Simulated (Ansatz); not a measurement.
CH5BOS, SMILES `CB(O)S`, relaxed with RKS PBE0-D4/def2-TZVP in Ansatz 0.2.0 from a GFN2-xTB geometry. The force threshold is 0.005 eV/Å; the program also tests the step.

Charge 0, multiplicity 1.

Start:

```xyz
9

C     0.295   -1.052   -0.180
B    -0.065    0.492   -0.181
O     0.096    1.208   -1.291
S    -0.693    1.296    1.339
H     1.109   -1.269    0.510
H    -0.551   -1.664    0.128
H     0.604   -1.383   -1.167
H    -0.119    2.141   -1.282
H    -0.676    0.230    2.124
```

(1) How much energy does the relaxation release, and in how many steps? (Best estimate.)

(2) Which bonds change most? (Best estimate.)

(3) Give the relaxed structure. (Estimate.)

Results:

(1) Computed: 3.53 kJ/mol, in 6 steps, 1 of them rejected.

(2) The calculation gave: B2–O3 from 1.330 to 1.359 Å; C1–B2 from 1.585 to 1.565 Å; S4–H9 from 1.323 to 1.341 Å; C1–H5 from 1.089 to 1.094 Å.

(3) The calculation gave: 
```xyz
9

C     0.297   -1.054   -0.189
B    -0.062    0.469   -0.173
O     0.098    1.199   -1.308
S    -0.687    1.320    1.320
H     1.103   -1.271    0.519
H    -0.557   -1.666    0.116
H     0.618   -1.377   -1.181
H    -0.136    2.127   -1.233
H    -0.675    0.251    2.129
```
